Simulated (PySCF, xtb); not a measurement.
MoF3H3, SMILES [F][MoH3]([F])[F], multiplicity 1.

Harmonic wavenumbers (cm⁻¹) from GFN2-xTB in xtb at its own minimum, in rising order: 129, 129, 229, 403, 495, 495, 522, 647, 648, 1077, 1077, 1080, 1723, 1776, 1776.

**Question.** What does B3LYP-D3(BJ)/def2-SVP run with PySCF give at its own minimum? (The exact figures need the calculation; the answer reports its results.)

**Answer.** 161, 161, 260, 372, 664, 664, 670, 741, 742, 1009, 1010, 1156, 2035, 2035, 2084. Paired by order, the mean absolute difference is 126 cm⁻¹ and the zero-point energies are 17.4 and 19.7 kcal/mol.
